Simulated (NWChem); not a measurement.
Species: N-methylmethanimine (C$_{2}$H$_{5}$N); SMILES C=NC

Computed with NWChem. Pople sets run with spherical d functions. Geometry: optimised at PBE-D3(BJ)/def2-SVP. Static field.

**Question.** Order these runs by computing time, cheapest first, and give rough ratios: PBE0/def2-TZVPD; PBE0/def2-SVPD; PBE0/6-31G*.

**Answer.** PBE0/6-31G* (1), PBE0/def2-SVPD (3), PBE0/def2-TZVPD (10). Ratios are rough, from one shared machine; the cheapest took about 12 core-seconds (a rough figure). What differs between the cheapest and the dearest: isotropic polarisability (bohr³) 29.0 → 37.1; anisotropy (bohr³) 20.2 → 17.8.
